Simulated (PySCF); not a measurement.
Computed with PySCF (xtb for GFN2) and rigid-rotor harmonic-oscillator thermochemistry at 1 bar. 'Table' is the NASA 1993 thermochemical table (part measured, part estimated). All species are closed-shell singlets. The harmonic model lacks anharmonicity and excited electronic states, which grow with temperature; levels with a mode under 35 cm⁻¹ are left out. The table's entry may be an old estimate for NaI (not checked at source).

Harmonic frequencies at GFN2-xTB (cm⁻¹): 249. Point group C∞v; S°(298 K) = 249.6 J/mol/K at this level.

Question: Work out Cp and S° of gaseous NaI at 500, 800, 1200, 1600, 2000 K from these, and set them beside the table.

Answer: 
```
T (K)  Cp GFN2-xTB  Cp table  S° GFN2-xTB  S° table
-----  -----------  --------  -----------  --------
500           37.1      37.5        268.6     268.2
800           37.3      37.9        286.1     285.9
1200          37.4      38.3        301.2     301.4
1600          37.4      38.7        312.0     312.5
2000          37.4      39.1        320.3     321.1
```
Units J/mol/K.
